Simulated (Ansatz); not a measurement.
Reaction (atomization): `CC1O[SiH2]1` → 2 C• + 6 H• + O• + Si•

Computed with Ansatz on PBE0-D4/def2-TZVP structures; ΔE is electronic, products minus reactants. CCSD(T)/CBS is the MP2 limit (def2-TZVPP, def2-QZVPP) plus CCSD(T) − MP2 in def2-TZVPP, frozen cores. This one scheme is used for every species, atoms too. DFT in def2-TZVPP. B3LYP here is the variant with VWN-RPA as its local correlation; programs differ in this. Open shells (•) are unrestricted, without spin–orbit coupling. Spin–orbit coupling would lower the free atoms: a little for C, O, Si.

`CC1O[SiH2]1`:

```xyz
10

C    -0.117    1.384   -0.075
C     0.232    0.055    0.522
O    -0.932   -0.827    0.751
Si    0.111   -1.538   -0.331
H    -0.701    1.274   -0.991
H     0.794    1.939   -0.314
H    -0.704    1.979    0.631
H     0.849    0.118    1.420
H     0.817   -2.757    0.123
H    -0.347   -1.626   -1.736
```

Task: What is ΔE at CCSD(T)/CBS? (An estimate is asked.)

Result: Ansatz gave: +3702.0 kJ/mol.

Task: What do these levels give: B3LYP-D4, CAM-B3LYP-D4, revPBE, r2SCAN, PBE0, r2SCANh, CAM-B3LYP, LC-ωPBE, MP2/def2-TZVPP, SCS-MP2/def2-TZVPP, CCSD/def2-TZVPP, CCSD(T)/def2-TZVPP? (Estimate.)

Result: The calculation gave: B3LYP-D4 3693.3, CAM-B3LYP-D4 3711.4, revPBE 3621.1, r2SCAN 3708.0, PBE0 3684.0, r2SCANh 3683.7, CAM-B3LYP 3697.0, LC-ωPBE 3688.4, MP2/def2-TZVPP 3659.6, SCS-MP2/def2-TZVPP 3649.0, CCSD/def2-TZVPP 3551.3, CCSD(T)/def2-TZVPP 3605.5 kJ/mol.

Task: What do rigid-rotor, harmonic-oscillator terms from PBE0-D4/def2-TZVP frequencies (298.15 K, 1 bar) make of the CCSD(T)/CBS value? (An estimate is asked.)

Result: Ansatz gave: ΔZPE = -197.3 kJ/mol, ΔH = +3550.8 kJ/mol, ΔS = 1038 J/(mol·K), ΔG = +3241.2 kJ/mol. Open shells count their whole term as degenerate.

Largest T1 diagnostic among the species: 0.013.

Leaving LDA and LC-ωPBE aside and taking each functional with its dispersion term where it has one, the values, not all of them listed here, spread over 177.6 kJ/mol, from BHLYP-D4 to PBE-D4. LDA lies +481.6 kJ/mol from PBE without D4, its usual overbinding. At CCSD(T), def2-SVP lies −218.8 kJ/mol from the extrapolated value and def2-TZVPP −96.5 kJ/mol: correlation converges slowly with the basis, and small sets miss more of it in the bonded molecule than in its fragments.

For atomizations the MP2-based limit and the directly extrapolated one differ by several kJ/mol either way, and by 10 to 25 for some Ge, Se and Sn compounds, so smaller differences from it don't rank the levels.
